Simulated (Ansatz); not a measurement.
Reaction (SMILES): [Cl][GeH]([Cl])[Cl] [trichlorogermane] → [Cl][Ge]([Cl])[Cl] + H atom (the Ge-H bond at the site shown breaks; other sites are not compared here)
Structures are relaxed separately at B3LYP-D3(BJ)/def2-TZVP in Ansatz (a program for electronic structure). Frequencies are from Ansatz.

Wanted: bond dissociation energy (enthalpy at 298 K, with B3LYP-D3(BJ) rigid-rotor harmonic-oscillator terms), in kcal/mol. Correlated levels leave the core frozen unless marked. Open shells are spin-unrestricted. Spin-orbit coupling is left out. Frozen are the shells of the preceding noble gas and the d and f shells that filled before the atom's block. No relativistic terms. CBS marks a two-point X^-3 extrapolation of the correlation energy; Hartree-Fock from the larger set.

CCSD(T)/CBS(def2-TZVPP,def2-QZVPP) (Ansatz) gives 82.4 kcal/mol.

Task: Another calculation gave 79.8 kcal/mol. Which level was it?
(A) BLYP/def2-TZVPD (Ansatz)
(B) r2SCAN/def2-TZVPD (Ansatz)
(C) wB97M-V/def2-TZVPD (Ansatz)
(D) SVWN5/def2-TZVPD (Ansatz)

Result: C, wB97M-V/def2-TZVPD (Ansatz). The others give 83.1 (SVWN5), 76.4 (r2SCAN), 71.4 (BLYP) kcal/mol.
